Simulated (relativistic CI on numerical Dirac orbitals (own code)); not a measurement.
# Hf⁺: resonant inelastic scattering at the L2,3 edge

Computed with this model: Dirac-Coulomb-Breit CI, orbitals from a KLI potential per configuration, a model potential for QED, valence Slater integrals scaled by 0.9, Kramers-Heisenberg scattering through one core-hole configuration in a parametric crystal field; configurations [Xe] 4f14 5d3 → [He] 2s2 2p5 3s2 3p6 3d10 4s2 4p6 4d10 4f14 5s2 5p6 5d4; 10 K; core-hole width 7.5 eV; summed over polarisations. Incident energies are the highest absorption maxima for each field (at most a few, so the weaker spin-orbit partner edge can be absent), on the computed scale of the free ion. Intensities are in per cent of the strongest line above 0.02 eV; levels within 1 cm⁻¹ are merged; final levels count from the ground level, the first row holds all elastic scattering, lines under 0.4 are left out and each table stops after 24 rows. The scale of the Slater integrals is a model choice and moves the terms in proportion. The configuration is assumed, with all valence electrons in the open shell; the free ion's ground configuration is another.

Field parameters in Wybourne normalisation: Oh B⁴₀ = 21Dq, B⁴₄ = √(5/14) B⁴₀. The field is a parameter set, without covalency.

S is read from ⟨S²⟩ = S(S + 1).

Oh, 10Dq = 4050 cm⁻¹:

```tsv
Final level (eV)	Degeneracy	Irrep	S	9557.6 eV	10736.7 eV
0.000	4	Γ8	1.49	3587.7	453.3
0.480	4	Γ8	1.47	98.6	35.7
0.491	2	Γ7	1.49	37.0	7.3
0.547	4	Γ8	1.49	100.0	33.9
0.569	2	Γ6	1.49	35.6	17.3
0.818	2	Γ7	1.48	1.4	12.7
0.862	4	Γ8	1.43	5.5	18.8
0.919	4	Γ8	1.35	41.7	16.8
0.984	2	Γ6	1.44	45.9	4.0
1.140	4	Γ8	0.63	21.9	8.6
1.206	2	Γ6	0.56	27.2	14.7
1.227	4	Γ8	0.79	36.8	18.9
1.495	4	Γ8	1.09	29.3	18.8
1.501	2	Γ6	1.22	51.3	1.4
1.517	2	Γ7	0.55	6.4	4.5
1.555	4	Γ8	0.83	55.3	20.8
1.608	2	Γ6	0.78	6.5	4.1
1.655	4	Γ8	1.23	13.0	25.1
1.664	2	Γ7	1.30	11.9	26.1
1.690	2	Γ6	0.69	4.4	2.3
1.707	4	Γ8	0.87	12.3	2.8
1.752	2	Γ7	0.82	12.5	3.1
1.855	4	Γ8	0.68	3.5	7.3
1.935	4	Γ8	0.59	2.6	1.8
```

Oh, 10Dq = 9100 cm⁻¹:

```
Final level (eV)  Degeneracy  Irrep     S  9557.7 eV  10736.8 eV
           0.000           4     Γ8  1.49     2555.7       383.8
           1.012           4     Γ8  1.11       17.8        40.4
           1.096           2     Γ7  1.49       31.9         7.4
           1.125           2     Γ6  1.22        9.0        23.0
           1.127           4     Γ8  1.31       48.3        33.3
           1.160           4     Γ8  0.84       54.2        13.4
           1.280           4     Γ8  1.07      100.0         4.5
           1.283           2     Γ6  0.95       47.4         3.6
           1.599           2     Γ7  1.24        7.5        26.8
           1.645           4     Γ8  1.16       15.2        39.6
           1.729           2     Γ6  1.42       45.7         1.6
           1.771           4     Γ8  1.45       46.3         4.6
           1.792           4     Γ8  1.01       29.6        10.2
           1.846           2     Γ7  0.90       17.5         2.7
           2.137           2     Γ6  0.66        8.0         0.6
           2.272           2     Γ6  0.53        1.8         1.6
           2.273           2     Γ7  0.52        7.4         6.7
           2.275           4     Γ8  0.55       14.3        10.4
           2.332           4     Γ8  0.71        4.9         0.8
           2.481           4     Γ8  0.69        2.9         2.4
           2.614           2     Γ6  1.15        7.1         5.6
           2.616           4     Γ8  1.11        9.8        13.9
           2.658           2     Γ7  1.48        1.6         4.1
           2.698           4     Γ8  1.35        2.4         4.8
```

Oh, 10Dq = 14200 cm⁻¹:

```csv
Final level (eV),Degeneracy,Irrep,S,9557.8 eV,10736.8 eV
0.000,4,Γ8,1.49,2364.4,376.8
1.140,4,Γ8,0.56,8.6,27.1
1.190,4,Γ8,0.52,14.1,18.0
1.231,2,Γ6,0.53,12.3,17.3
1.710,2,Γ7,1.42,33.0,11.5
1.718,4,Γ8,1.26,100.0,51.0
1.808,4,Γ8,1.45,89.8,6.8
1.815,2,Γ6,1.48,41.9,7.9
1.857,2,Γ7,0.70,21.1,22.1
1.860,4,Γ8,0.90,35.7,15.0
2.390,2,Γ6,1.44,46.4,2.0
2.425,4,Γ8,1.48,27.4,15.9
2.426,2,Γ7,1.46,7.8,7.3
2.433,4,Γ8,1.49,36.8,13.4
2.756,2,Γ6,0.62,4.8,0.4
2.906,2,Γ6,0.51,2.2,2.1
2.913,2,Γ7,0.52,5.3,4.6
2.916,4,Γ8,0.52,15.1,10.2
2.988,4,Γ8,0.53,2.0,1.4
3.121,4,Γ8,0.53,1.7,1.1
3.389,2,Γ6,0.54,9.9,8.4
3.404,4,Γ8,0.57,20.3,16.4
3.729,2,Γ7,1.02,2.4,3.8
3.782,4,Γ8,1.12,1.9,3.6
```

For the first field the strongest loss at the lowest incident energy is the level at 0.55 eV (S = 1.49, against 1.49 in the thermal ground state). Levels of other spin, the first over 8 % at 1.14 eV, appear because spin-orbit coupling of the core hole, and in heavier ions of the valence shell too, mixes spins.
